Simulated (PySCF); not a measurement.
A PySCF script (with the pyscf-properties extension) for the NMR shieldings of SMILES C[P@@]1(=O)C=C(F)CC1, C₅H₈FOP, on a GFN2-xTB geometry:

```python
import basis_set_exchange as bse
import numpy as np
from pyscf import gto, dft
from pyscf.prop import nmr

atoms = """
C    -2.094355   -0.175237   -0.257607
P    -0.704586    0.203817    0.874933
O    -1.133775    0.691838    2.188026
C     0.399841   -1.233855    0.825314
C     1.400817   -0.985987   -0.005148
F     2.388293   -1.857181   -0.264588
C     1.462643    0.314038   -0.746528
C     0.489939    1.267069   -0.054992
H    -2.708281   -0.941082    0.212211
H    -1.748888   -0.518478   -1.227419
H    -2.690240    0.729226   -0.364759
H     0.276471   -2.134108    1.400033
H     2.487133    0.693599   -0.749928
H     1.176301    0.140537   -1.788145
H    -0.008821    1.941692   -0.749696
H     0.999910    1.873056    0.696883
"""
names = dict.fromkeys(["C", "P", "O", "F", "H"], "pcSseg-1")
basis = {el: gto.basis.parse(bse.get_basis(n, elements=[el], fmt="nwchem")) for el, n in names.items()}
mol = gto.M(atom=atoms, basis=basis, charge=0, verbose=0)
mf = dft.RKS(mol, xc="PBE0")
mf.grids.level = 2
mf.grids.alignment = dft.numint.BLKSIZE   # the property module wants whole blocks of grid points
mf.conv_tol = 1e-9
mf.kernel()

calc = nmr.RKS(mf)   # GIAO
C = mf.mo_coeff
Co = C[:, mf.mo_occ > 0]
resp = mf.gen_response(singlet=True, hermi=2)
def vind(x):   # induced exchange potential for any number of trial vectors
    d = np.einsum("pi,xij,qj->xpq", C, 2 * x.reshape(-1, C.shape[1], Co.shape[1]), Co, optimize=True)
    return np.einsum("xpq,pi,qj->xij", resp(d - d.transpose(0, 2, 1)), C, Co, optimize=True).ravel()
mo1, _ = nmr.rhf.solve_mo1(calc, with_cphf=vind)
sigma = calc.kernel(mo1)
for i, s in enumerate(sigma):   # ppm
    w = np.linalg.eigvalsh((s + s.T) / 2)
    print("%2d %-2s iso %8.1f  s11 %8.1f  s22 %8.1f  s33 %8.1f" % (i, mol.atom_pure_symbol(i), w.mean(), *w))
```

Task: Give the expected output.

Result: 
```
 0 C  iso    165.7  s11    147.3  s22    161.8  s33    187.9
 1 P  iso    291.1  s11    185.6  s22    235.2  s33    452.4
 2 O  iso    202.8  s11     94.7  s22    243.0  s33    270.8
 3 C  iso     77.2  s11     -8.6  s22     87.7  s33    152.6
 4 C  iso      4.1  s11   -100.3  s22     44.3  s33     68.3
 5 F  iso    250.5  s11    128.4  s22    248.9  s33    374.1
 6 C  iso    156.5  s11    136.4  s22    157.3  s33    176.0
 7 C  iso    153.9  s11    129.4  s22    154.4  s33    177.9
 8 H  iso     29.9  s11     26.5  s22     27.6  s33     35.6
 9 H  iso     30.8  s11     26.7  s22     30.0  s33     35.7
10 H  iso     30.2  s11     26.8  s22     27.7  s33     36.0
11 H  iso     26.0  s11     24.7  s22     25.4  s33     28.0
12 H  iso     29.1  s11     24.4  s22     27.5  s33     35.6
13 H  iso     29.3  s11     25.6  s22     27.6  s33     34.7
14 H  iso     29.8  s11     26.8  s22     28.0  s33     34.6
15 H  iso     29.6  s11     25.4  s22     28.0  s33     35.3
```

These numbers come from an equivalent density-fitted implementation of the same equations, which agrees with the script to about 0.01 ppm for H and up to a few tenths of a ppm for heavy atoms, so last digits may differ.

Task: Turn these shieldings into chemical shifts. Referencing at the same level of theory: 13C (σ = 186.93 ppm) and 1H (σ = 31.72 ppm) vs TMS; 31P (σ = 318.38 ppm) against H3PO4; 17O (σ = 336.08 ppm) against H2O; 19F (σ = 170.95 ppm) vs CFCl3.

Result: Averaging equivalent atoms: C 4: 182.8; C 3: 109.7; C 7: 33.0; C 6: 30.4; C 0: 21.2; P 1: 27.3; O 2: 133.2; F 5: -79.5; H 11: 5.68; H 12: 2.57; H 13: 2.41; H 15: 2.15; H 14: 1.92; H 8/9/10: 1.44 ppm. Unscaled 19F shifts against computed CFCl3 carry errors that often reach 10 to 50 ppm. Experimental scales use liquid or dissolved standards, which lie at an offset from isolated H2O (liquid H2O: subtract about 36 ppm) and H3PO4.

Size and cost of the density-fitted run: 183 basis functions, about 80 core-seconds.
